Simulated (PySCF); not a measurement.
## Static response to an electric field

Species: C3H5OPSi.
Cartesian coordinates in Å at the GFN2-xTB level; atoms count from 1:
```xyz
11
C3H5OPSi angstrom
Si    -1.8876    0.0934    0.0628
C     -0.0146   -0.0688    0.0191
C      0.7912   -1.1318    0.3045
P      2.4965   -0.7356    0.0992
C      1.9794    0.8298   -0.3541
O      0.6596    1.0321   -0.3510
H     -2.4206   -1.2016    0.4805
H     -2.3538    0.4521   -1.2767
H     -2.2399    1.1450    1.0170
H      0.4188   -2.0901    0.6156
H      2.5762    1.6782   -0.6429
```

Level: B3LYP/def2-SVPD (PySCF), static field, nuclei fixed, core orbitals frozen in the response. The polarisability tensor in these axes (au):

```
x   116.58  -4.76  -1.19
y    -4.76  83.89  -6.08
z    -1.19  -6.08  65.16
```

Question: Give the principal values, the mean and the anisotropy Δα = √{½[(α1 − α2)² + (α2 − α3)² + (α1 − α3)²]}.

Answer: Principal values 63.24, 85.13 and 117.26 au; mean 88.54 au = 13.12 Å³ = 14.60 × 10⁻⁴⁰ C²·m²/J; Δα = 47.06 au (53 % of the mean).

Question: What is the dipole moment, and where does it point?

Answer: (-0.90, 0.10, 0.02) D, 0.91 D in size, pointing from the negative to the positive side. Measured along this direction, the outermost atoms are P4 at the negative end and H8, H9 and H7 at the positive end.

Question: Sum over states: ᾱ = Σ f/ω², ω in Eh. What share falls to these 8 lowest TDDFT singlets (eV, f)? 5.30, 0.1109; 5.53, 0.0116; 5.70, 0.0095; 6.05, 0.0054; 6.18, 0.0004; 6.45, 0.3836; 6.66, 0.0043; 6.76, 0.0161.

Answer: They add up to 10.69 au, 12.1 % of the 88.54 au; the largest single term is 6.83 au, from the state at 6.45 eV. Terms in order: 2.92, 0.28, 0.22, 0.11, 0.01, 6.83, 0.07, 0.26 au. Higher excitations give the rest. The strengths listed sum to 0.542.

Question: Molar refractivity from α?

Answer: Lorentz–Lorenz: R = (4π/3)N_A α = 2.5225 cm³/(mol·Å³) × 13.12 Å³ = 33.1 cm³/mol, in the limit of long wavelengths.

Question: Rayleigh depolarisation ratio (linearly polarised light, static tensor)?

Answer: ρ = 3Δα²/(45ᾱ² + 4Δα²) = 6644.6/(352787 + 8859.5) = 0.0184.

Isolated species at its GFN2-xTB geometry, gas phase.
